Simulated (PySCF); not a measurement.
# Stationary points of [HfH5]-

All numbers come from PySCF, PBE0, basis Hf def2-TZVPD with ECP60, H def2-TZVPD (scalar-relativistic core potentials, no spin–orbit coupling, density fitting).

Relaxations began from a few typed shapes. The search is not exhaustive: other isomers or separated fragments can lie lower, and high-lying points may rest on an excited occupation.

(1) Order these stationary points by electronic energy, lowest first, in kJ/mol from the lowest minimum.
A. singlet C4v: Hf–H 1.911 Å (×4), Hf–H 1.928 Å; H–Hf–H 82.1° (×4), H–Hf–H 111.8° (×4), H–Hf–H 136.5° (×2)
B. singlet D3h: Hf–H 1.896 Å (×3), Hf–H 1.977 Å (×2); H–Hf–H 90.0° (×6), H–Hf–H 120.0° (×3), H–Hf–H 180.0°

(2) Which of them are minima?

Answers

(1) A (0.0), B (10.1).

(2) By energy in kJ/mol, 0.0: minimum; 10.1: saddle point, 2 imaginary modes.

For the lowest minimum: the lowest empty level of this anion is unbound, so it and the gap depend on the basis. With an element this heavy the missing spin–orbit coupling can shift these numbers.
